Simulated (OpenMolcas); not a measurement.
A run on Cr2+ among 6 point charges of -2.2 e arranged as a tetragonal octahedron (D4h), 1.92 Å from the ion, with the axial distance 1.978 Å.

| Property | Result |
| --- | --- |
| Program | OpenMolcas 26.06 |
| Method | SS-CASPT2, IPEA 0.25 Eh, imaginary shift 0.1 Eh (closed shells correlated: 3s 3p) |
| Basis | ANO-RCC-VDZP [5s4p2d1f] |
| Scalar Hamiltonian | DKH2, point nucleus |
| Active space | 4 electrons in 5 orbitals (3d) |
| State averaging | 2S+1 = 5 even, 5 roots; 2S+1 = 3 even, 45 roots; 2S+1 = 1 even, 50 roots |
| Spin-orbit coupling | RASSI with atomic mean-field integrals over the reference wave functions |

First CASPT2 step and the start of its output:

```
&CASPT2
Multistate=5 1 2 3 4 5
NoMult
Frozen=2 3
IPEA=0.25
Imaginary=0.1
MaxIter=60
WThr=0.0 0.3 0.05
PrWF=0.5
NoMix
```

```
--- CASPT2 ---
Orbital specifications:
      -----------------------

      Symmetry species                           1   2
                                                ag  au
      Frozen orbitals                            2   3
      Inactive orbitals                          1   3
      Active orbitals                            5   0
      Secondary orbitals                         7  13
      Deleted orbitals                           0   0
      Number of basis functions                 15  19
Type of calculation                        SS-CASPT2
      Fock operator                              state-specific
      IPEA shift                                 0.25
      Real shift                                 0.00
      Imaginary shift                            0.10
      The input orbitals will be transformed to quasi-canonical
Reference energy:       -1056.1182207852
      E2 (Non-variational):      -0.3105286097
      Shift correction:          -0.0000249966
      E2 (Variational):          -0.3105536063
      Total energy:           -1056.4287743915
      Residual norm:              0.0000001504
      Reference weight:           0.94173
      Contributions to the CASPT2 correlation energy
      Active & Virtual Only:         -0.0485303697
      One Inactive Excited:          -0.1436962179
      Two Inactive Excited:          -0.1183020221
Reference energy:       -1056.1098290982
      E2 (Non-variational):      -0.3073536374
      Shift correction:          -0.0001555349
      E2 (Variational):          -0.3075091723
      Total energy:           -1056.4173382706
      Residual norm:              0.0000000956
      Reference weight:           0.94433
      Contributions to the CASPT2 correlation energy
      Active & Virtual Only:         -0.0464456124
...
```

Over all roots the printed reference weights run from 0.05 to 0.95, and roots that are degenerate in the reference spread by up to 0.18 cm-1.

Problem. Did the run give usable levels, and if not, why?

Solution. No. The equations converged, but the reference weight falls to 0.05 for at least one root against 0.95 for the best. A drop of that size marks an intruder state, so the energies of such roots and the levels built on them can't be trusted.
